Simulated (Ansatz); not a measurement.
Basis-set extrapolation for CH$_{7}$BFNOSi, SMILES `C[SiH2]OB(N)F` (PBE0-D4/def2-TZVP geometry, frozen core, Ansatz 0.2.0). Multiplicity 1, RHF reference.

```
                      def2-TZVPP   def2-QZVPP
                 HF  -584.688396  -584.711821
    MP2 correlation    -1.086030    -1.171987
CCSD(T) correlation    -1.166614      not run
```

Energies in hartree. Use E(X) = E(∞) + A·exp(−7.88·√X) for Hartree–Fock and E(X) = E(∞) + B·X^(−2.97) for correlation, with X = 3 and 4, and add CCSD(T) minus MP2 of the smaller set to the MP2 limit.

**Question.** What is the CCSD(T) energy at the basis-set limit?

**Answer.** HF limit: -584.711821 + (-0.023425) × 0.13774 = -584.71505. MP2 limit: -1.171987 + (-0.085957) × 0.74074 = -1.23566. Higher-order term: -1.166614 − (-1.086030) = -0.08058. Total: -586.03129 hartree, 462.8 kJ/mol below CCSD(T)/def2-TZVPP.
